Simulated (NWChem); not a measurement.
Si2H3, doublet; SMILES [Si][SiH3]

Program: NWChem. Pople sets run with spherical d functions. Spin-unrestricted. In the optimisation the excess spin sits in a" (Cs, its own frame). No stability test was run on the SCF state. Each level has its own optimisation; frequencies are unscaled.

```csv
level,r Si–Si (Å),highest harmonic frequency (cm⁻¹),lowest (cm⁻¹),zero-point energy (kcal/mol)
"LDA (Slater exchange, VWN5)/def2-SVP",2.243,2099,368,13.7
UHF/6-31G*,2.402,?,?,?
B3LYP/6-31G*,2.398,2213,308,14.9
CAM-B3LYP/def2-SVP,2.384,2219,377,15.4
PBE0/def2-SVP,2.382,2201,274,14.8
```

Task: Fill in the missing entries.

Result: 
- UHF/6-31G*, highest harmonic frequency (cm⁻¹): 2347
- UHF/6-31G*, lowest (cm⁻¹): 395
- UHF/6-31G*, zero-point energy (kcal/mol): 16.1
